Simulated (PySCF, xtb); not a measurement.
Cd(Cl)(SiH3) (CdClH3Si), SMILES [Cd]([Cl])[SiH3].

GFN2-xTB (xtb) at its own geometry gives an orbital gap of 3.18 eV and a dipole moment of 5.46 D.

Coordinates come from a B3LYP-D3(BJ)/def2-TZVP optimisation. The def2 effective core potentials stand for the cores of Cd; spin–orbit coupling is left out.

Q: What does PBE/def2-TZVPD in PySCF give? (Estimate from the structure and the level; the computed values follow.)

A: gap 5.01 eV (levels -7.05 and -2.03 eV), dipole 3.07 D.
